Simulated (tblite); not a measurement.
Species: C4H13BGeO.
Numbering: `[CH3:1][CH2:2][CH2:3][BH:4][GeH2:5][O:6][CH3:7]` (hydrogens: H8, H9, H10 on C1; H11, H12 on C2; H13, H14 on C3; H15 on B4; H16, H17 on Ge5; H18, H19, H20 on C7)

Computed with GFN2-xTB (tblite), gas phase: L-BFGS steps from a force-field or distance-geometry start until the largest atomic force falls under 0.01 eV/Å.

Step 3: E = -609.1159 eV
```
atom  x, y, z in Å  |  force x, y, z in eV/Å
C1     -2.6179    0.7958    0.1709    0.073  -0.303  -0.149
C2     -2.3189   -0.4516   -0.6740    0.133   0.328   0.017
C3     -1.4096   -1.4000    0.1190    0.085  -0.024  -0.114
B4     -0.0654   -0.7240    0.5710   -0.247  -0.010  -0.310
Ge5     1.2653    0.1552   -0.6385   -0.168  -0.098  -0.026
O6      2.9437   -0.5335   -0.5441   -0.336   0.128   0.061
C7      3.8877    0.4488   -0.1843   -0.058  -0.150  -0.192
H8     -2.3250    1.6920   -0.3520   -0.038   0.273  -0.035
H9     -2.0620    0.7294    1.0956   -0.014   0.223   0.158
H10    -3.6720    0.8234    0.4048   -0.189   0.262   0.069
H11    -3.2502   -0.9695   -0.8467   -0.291  -0.232  -0.287
H12    -1.9008   -0.1682   -1.6474    0.113  -0.129   0.223
H13    -1.2977   -2.3036   -0.4790    0.238  -0.079  -0.047
H14    -1.9861   -1.6607    0.9940   -0.239  -0.383   0.330
H15     0.0143   -0.4143    1.6835    0.211  -0.125   0.448
H16     1.4715    1.5892   -0.1087   -0.044  -0.106  -0.292
H17     0.9414    0.2961   -2.1091    0.139   0.120  -0.122
H18     3.9821    1.1749   -0.9857    0.204   0.240  -0.099
H19     4.8439   -0.0215   -0.0022    0.224  -0.239   0.010
H20     3.5504    0.9528    0.7105    0.203   0.305   0.358
```

Step 4: E = -609.1722 eV
```
atom  x, y, z in Å  |  force x, y, z in eV/Å
C1     -2.6137    0.7841    0.1598   -0.093   0.183   0.133
C2     -2.3198   -0.4612   -0.6733   -0.104   0.196  -0.007
C3     -1.4134   -1.4094    0.1233   -0.120  -0.031  -0.011
B4     -0.0862   -0.7187    0.5735    0.025   0.024  -0.149
Ge5     1.2449    0.1535   -0.6401    0.008  -0.096  -0.100
O6      2.9352   -0.5178   -0.5385   -0.405  -0.041   0.032
C7      3.8918    0.4491   -0.1861   -0.088  -0.080  -0.045
H8     -2.3359    1.7010   -0.3379    0.072   0.156  -0.226
H9     -2.0751    0.7502    1.0939    0.151   0.037   0.218
H10    -3.6611    0.8451    0.4082   -0.362   0.077   0.012
H11    -3.2593   -0.9768   -0.8643   -0.041  -0.099  -0.188
H12    -1.8937   -0.1701   -1.6357    0.173  -0.148   0.069
H13    -1.2835   -2.3041   -0.4843    0.192  -0.098   0.007
H14    -1.9904   -1.6768    1.0030   -0.171  -0.374   0.133
H15     0.0290   -0.4263    1.6930    0.136  -0.154   0.309
H16     1.4696    1.5763   -0.1290   -0.065   0.054  -0.204
H17     0.9512    0.3043   -2.1157    0.099   0.082  -0.117
H18     3.9912    1.1783   -0.9796    0.218   0.281  -0.218
H19     4.8438   -0.0299   -0.0038    0.213  -0.262  -0.023
H20     3.5702    0.9598    0.7112    0.163   0.293   0.377
```

Problem. Estimate the geometry and energy of step 5. (The exact step hangs on the optimiser's Hessian estimate; all steps are aligned on step 4, rigid shifts and turns removed.)

Solution. E = -609.2078 eV, largest force 0.561 eV/Å
```
atom  x, y, z in Å  |  force x, y, z in eV/Å
C1     -2.6131    0.7807    0.1552   -0.191   0.444   0.285
C2     -2.3230   -0.4659   -0.6730   -0.216   0.079   0.041
C3     -1.4192   -1.4170    0.1269   -0.200  -0.017   0.070
B4     -0.0998   -0.7142    0.5746    0.138   0.020   0.054
Ge5     1.2309    0.1508   -0.6433    0.075  -0.043  -0.146
O6      2.9228   -0.5076   -0.5339   -0.275  -0.056   0.059
C7      3.8934    0.4488   -0.1872   -0.048   0.027   0.054
H8     -2.3422    1.7092   -0.3318    0.114   0.024  -0.294
H9     -2.0819    0.7652    1.0960    0.187  -0.070   0.164
H10    -3.6590    0.8614    0.4106   -0.373  -0.034  -0.030
H11    -3.2655   -0.9830   -0.8796    0.111   0.017  -0.109
H12    -1.8856   -0.1739   -1.6268    0.194  -0.135  -0.021
H13    -1.2704   -2.3060   -0.4878    0.132  -0.062   0.060
H14    -1.9957   -1.6941    1.0104   -0.099  -0.333  -0.043
H15     0.0414   -0.4379    1.7034    0.075  -0.187   0.111
H16     1.4671    1.5685   -0.1467   -0.083   0.154  -0.144
H17     0.9598    0.3114   -2.1223    0.068   0.048  -0.113
H18     4.0012    1.1850   -0.9786    0.182   0.154  -0.152
H19     4.8465   -0.0400   -0.0056    0.046  -0.210  -0.074
H20     3.5872    0.9690    0.7171    0.164   0.180   0.226
```

The energy changes by -0.0356 eV. The first-order estimate −F·Δx gives -0.0481 eV and the mean of the old and new forces, exact on a quadratic surface, -0.0354 eV. The step makes an angle of 56° with the force vector and moves no atom by more than 0.020 Å.

What follows is the cost of the whole relaxation. The run took 1.9 s wall on one thread, Arm Neoverse N1 (aarch64), on a shared host.
